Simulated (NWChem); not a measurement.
System: C₃H₄Cl₂; SMILES CC=C(Cl)Cl

Here is an NWChem input.

```
start job
memory heap 200 mb stack 900 mb global 1100 mb
geometry units angstroms noautosym nocenter noautoz
  C     -0.953857     2.261973     0.000000
  C     -1.123325     0.783329     0.000000
  C     -0.143836    -0.125968     0.000000
  Cl     1.536858     0.273995     0.000000
  Cl    -0.461554    -1.823470     0.000000
  H     -1.437667     2.708045    -0.884512
  H      0.105017     2.551128     0.000000
  H     -1.437667     2.708045     0.884512
  H     -2.140722     0.380233     0.000000
end
basis spherical
  * library 6-31g*
end
dft
  xc hfexch
  iterations 150
  mulliken
end
task dft energy
esp
  recalculate
  probe 0.07
  range 0.3
  factor 1.0
  spacing 0.02
end
task esp
```

NWChem printed, in part:

```
             Northwest Computational Chemistry Package (NWChem) 7.3.0
             --------------------------------------------------------

                             Geometry "geometry" -> ""
                             -------------------------

 Output coordinates in angstroms (scale by  1.889725989 to convert to a.u.)

  No.       Tag          Charge          X              Y              Z
 ---- ---------------- ---------- -------------- -------------- --------------
    1 C                    6.0000    -0.95385700     2.26197300     0.00000000
    2 C                    6.0000    -1.12332500     0.78332900     0.00000000
    3 C                    6.0000    -0.14383600    -0.12596800     0.00000000
    4 Cl                  17.0000     1.53685800     0.27399500     0.00000000
    5 Cl                  17.0000    -0.46155400    -1.82347000     0.00000000
    6 H                    1.0000    -1.43766700     2.70804500    -0.88451200
    7 H                    1.0000     0.10501700     2.55112800     0.00000000
    8 H                    1.0000    -1.43766700     2.70804500     0.88451200
    9 H                    1.0000    -2.14072200     0.38023300     0.00000000

 Effective nuclear repulsion energy (a.u.)     262.9721149626

  xc_inp: hfexch multiplicative factor not found.

                                 NWChem DFT Module
                                 -----------------

 Summary of "ao basis" -> "ao basis" (spherical)
 ------------------------------------------------------------------------------
       Tag                 Description            Shells   Functions and Types
 ---------------- ------------------------------  ------  ---------------------
 C                           6-31g*                  6       14   3s2p1d
 Cl                          6-31g*                  8       18   4s3p1d
 H                           6-31g*                  2        2   2s

            General Information
            -------------------
          SCF calculation type: DFT
          Wavefunction type:  closed shell.
          No. of atoms     :     9
          No. of electrons :    56
           Alpha electrons :    28
            Beta electrons :    28
          Charge           :     0
          Spin multiplicity:     1
          Use of symmetry is: off; symmetry adaption is: off
          Maximum number of iterations: 150
          AO basis - number of functions:    86
                     number of shells:    42
          Convergence on energy requested:  1.00D-06
          Convergence on density requested:  1.00D-05
          Convergence on gradient requested:  5.00D-04

              XC Information
              --------------
                     Hartree-Fock (Exact) Exchange  1.000

      Superposition of Atomic Density Guess
      -------------------------------------

 Sum of atomic energies:       -1033.87485804

      Non-variational initial energy
      ------------------------------

 Total energy =   -1036.209761
 1-e energy   =   -1947.197956
 2-e energy   =     648.016080
 HOMO         =      -0.237694
 LUMO         =       0.064763

     ---------------------------------------------
      Total Density - Mulliken Population Analysis
     ---------------------------------------------

    Atom       Charge   Shell Charges
 -----------   ------   -------------------------------------------------------
    1 C    6     6.68   2.00  0.71  2.04  0.67  1.22  0.03
    2 C    6     6.30   2.00  0.73  1.98  0.53  1.03  0.03
    3 C    6     5.72   2.00  0.67  1.49  0.53  0.98  0.06
    4 Cl  17    17.11   2.00  2.00  5.98  1.38  3.61  0.53  1.60  0.02
    5 Cl  17    17.12   2.00  2.00  5.98  1.38  3.61  0.53  1.60  0.02
    6 H    1     0.77   0.46  0.31
    7 H    1     0.77   0.46  0.30
    8 H    1     0.77   0.46  0.31
    9 H    1     0.77   0.46  0.31

   convergence    iter        energy       DeltaE   RMS-Dens  Diis-err
 ---------------- ----- ----------------- --------- --------- ---------
 d= 0,ls=0.0,diis     1  -1034.7759008199 -1.30D+03  9.85D-03  4.93D-01
 d= 0,ls=0.0,diis     2  -1034.8311454174 -5.52D-02  4.51D-03  2.29D-01
 d= 0,ls=0.0,diis     3  -1034.8578377316 -2.67D-02  1.76D-03  6.15D-03
 d= 0,ls=0.0,diis     4  -1034.8597134478 -1.88D-03  3.78D-04  4.57D-04
 d= 0,ls=0.0,diis     5  -1034.8598158985 -1.02D-04  1.84D-04  6.46D-05
  Resetting Diis
 d= 0,ls=0.0,diis     6  -1034.8598373505 -2.15D-05  6.42D-05  9.04D-06
 d= 0,ls=0.0,diis     7  -1034.8598397979 -2.45D-06  1.26D-05  5.71D-07
 d= 0,ls=0.0,diis     8  -1034.8598399661 -1.68D-07  7.66D-06  1.19D-07

         Total DFT energy =    -1034.859839966094
      One electron energy =    -1949.144302099723
           Coulomb energy =      723.410591711457
    Exchange-Corr. energy =      -72.098244540468
 Nuclear repulsion energy =      262.972114962640

 Numeric. integr. density =        0.000000000000

                       DFT Final Molecular Orbital Analysis
                       ------------------------------------

 Vector   26  Occ=2.000000D+00  E=-4.708499D-01
              MO Center=  5.4D-01, -7.5D-01, -2.7D-13, r^2= 3.3D+00
   Bfn.  Coefficient  Atom+Function         Bfn.  Coefficient  Atom+Function
  ----- ------------  ---------------      ----- ------------  ---------------
    51      0.527973  4 Cl pz                69     -0.519414  5 Cl pz
    55      0.294712  4 Cl pz                73     -0.289325  5 Cl pz
    47     -0.202915  4 Cl pz                65      0.199624  5 Cl pz

 Vector   27  Occ=2.000000D+00  E=-4.490970D-01
              MO Center=  4.7D-01, -7.2D-01, -1.9D-13, r^2= 3.5D+00
   Bfn.  Coefficient  Atom+Function         Bfn.  Coefficient  Atom+Function
  ----- ------------  ---------------      ----- ------------  ---------------
    67      0.538387  5 Cl px                50      0.534791  4 Cl py
    71      0.303458  5 Cl px                54      0.299321  4 Cl py
    63     -0.205921  5 Cl px                46     -0.204456  4 Cl py
     6     -0.056019  1 C  s                  3     -0.054895  1 C  px
    31     -0.047041  3 C  px                32     -0.039589  3 C  py

 Vector   28  Occ=2.000000D+00  E=-3.554824D-01
              MO Center= -3.5D-01,  1.3D-01,  1.1D-15, r^2= 3.2D+00
   Bfn.  Coefficient  Atom+Function         Bfn.  Coefficient  Atom+Function
  ----- ------------  ---------------      ----- ------------  ---------------
    19      0.333800  2 C  pz                33      0.330979  3 C  pz
    69     -0.315931  5 Cl pz                51     -0.301320  4 Cl pz
    23      0.287370  2 C  pz                37      0.269282  3 C  pz
    73     -0.218717  5 Cl pz                55     -0.212527  4 Cl pz
    65      0.119401  5 Cl pz                47      0.114007  4 Cl pz

 Vector   29  Occ=0.000000D+00  E= 1.475968D-01
              MO Center= -6.4D-01,  4.4D-01,  2.3D-14, r^2= 2.9D+00
   Bfn.  Coefficient  Atom+Function         Bfn.  Coefficient  Atom+Function
  ----- ------------  ---------------      ----- ------------  ---------------
    37     -0.726579  3 C  pz                23      0.714279  2 C  pz
    33     -0.392341  3 C  pz                19      0.363975  2 C  pz
    80      0.269411  6 H  s                 84     -0.269411  8 H  s
    73      0.207889  5 Cl pz                55      0.205951  4 Cl pz
    51      0.120251  4 Cl pz                69      0.114892  5 Cl pz

 Vector   30  Occ=0.000000D+00  E= 1.760111D-01
              MO Center=  3.6D-01, -7.4D-01, -2.2D-14, r^2= 4.0D+00
   Bfn.  Coefficient  Atom+Function         Bfn.  Coefficient  Atom+Function
  ----- ------------  ---------------      ----- ------------  ---------------
    34      1.540326  3 C  s                 72     -0.834340  5 Cl py
    53      0.735017  4 Cl px                70     -0.666611  5 Cl s
    36     -0.614376  3 C  py                52     -0.595353  4 Cl s
    35      0.562044  3 C  px                54      0.303002  4 Cl py
    20      0.294030  2 C  s                 68     -0.294595  5 Cl py

[...]

                     NWChem Electrostatic Potential Fit Module
                     -----------------------------------------

 Atom parameters

 Number of atoms is                                    9
 Number of basis functions is                         86

 Grid parameters

 Maximum number of grid points is                  36989
 Number of grid points is                          36988
 Grid range                                     0.300000 nm
 Grid spacing                                   0.020000 nm
 Probe radius                                   0.070000 nm
 Atom radius factor                             1.000000

 Atomic radii

    1    0.100000
    6    0.147000
   17    0.169000
 FASTESP  F
  using M.O. file = ./job.movecs

    Atom              Coordinates                           Charge

                                                  ESP

    1 C    -0.095386    0.226197    0.000000    0.054724
    2 C    -0.112333    0.078333    0.000000   -0.109871
    3 C    -0.014384   -0.012597    0.000000    0.088136
    4 Cl    0.153686    0.027400    0.000000   -0.086747
    5 Cl   -0.046155   -0.182347    0.000000   -0.116133
    6 H    -0.143767    0.270805   -0.088451    0.013887
    7 H     0.010502    0.255113    0.000000    0.021476
    8 H    -0.143767    0.270805    0.088451    0.013574
    9 H    -0.214072    0.038023    0.000000    0.120955
                                            ------------
                                                0.000000

 Dipole moment                                  0.949772

 Quadrupole moment Qxx                         -0.720698
                   Qyy                         -0.031706
                   Qzz                          0.752404

 RMS deviation kJ/mol                           0.086814

 RRMS %                                        48.045486
```

Level: Hartree-Fock/6-31G* (spherical d). Geometry: optimised at PBE0/def2-SVP.
